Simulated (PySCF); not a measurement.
UHF on Ta (tantalum, neutral)

Configuration: [Xe] 4f14 5d4 6s1, high-spin 6D determinant (an excited configuration). Computed with PySCF 2.14 in aug-cc-pVTZ-PP with ECP60MDF (6s6p5d3f2g, 88 functions), with a scalar-relativistic core potential.

- Total energy: -56.736727 hartree
- One-electron energy: -95.9893 hartree
- Hartree (Coulomb) energy: 45.5246 hartree
- Exchange energy: -6.2720 hartree
- ⟨S²⟩: 8.7567
- ⟨L²⟩: 6.025
- Sum of ⟨r⟩: 23.02 bohr
- Sum of ⟨r²⟩: 54.49 bohr²
- Traceless quadrupole moment −½Σ⟨3z² − r²⟩ along its main axis: -1.72 e·bohr²

| shell | electrons | mean orbital energy (hartree) | spread (hartree) | rms radius, mean of both spins (bohr) |
| --- | --- | --- | --- | --- |
| 5s α | 1 | -3.13115 | 0 | 1.20 |
| 5s β | 1 | -3.01157 | 0 | 1.20 |
| 5p α | 3 | -1.76437 | 0.01998 | 1.41 |
| 5p β | 3 | -1.57713 | 0.03751 | 1.41 |
| 6s α | 1 | -0.27510 | 0 | 3.72 |
| 5d α | 4 | -0.26045 | 0.03797 | 2.54 |

Energies and moments cover only the electrons outside the core potential. Spin-orbit coupling, absent here, splits the open shell strongly.
